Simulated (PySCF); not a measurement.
Zr(H)3(SH) (H4SZr), SMILES [SH][ZrH3], multiplicity 1. Geometry: PBE-D3(BJ)/def2-TZVP. The multiplicity is an assumed one; other spin states were not compared. The def2 effective core potentials stand for the cores of Zr; spin–orbit coupling is left out.

All values below come from PBE-D3(BJ)/def2-TZVP in PySCF.

Harmonic wavenumbers (cm⁻¹): 125, 245, 340, 360, 502, 534, 606, 633, 1631, 1638, 1672, 2514. Rotational constants (GHz): 44.63, 3.407, 3.362; symmetry number 1.

**Question.** Work out the zero-point energy and the ideal-gas rigid-rotor harmonic-oscillator thermochemistry at 298.15 K and 1 atm.

**Answer.** ZPE = ½ Σ hcν = ½ × 10801 cm⁻¹ = 15.44 kcal/mol. H − E(el) = 19.46 kcal/mol. Entropy in cal/(mol K): translation 40.44, rotation 23.96, vibration 9.20, total 73.60. G − E(el) = -2.48 kcal/mol. Cp = 19.33 cal/(mol K). Modes under 150 cm⁻¹ make the vibrational entropy uncertain.
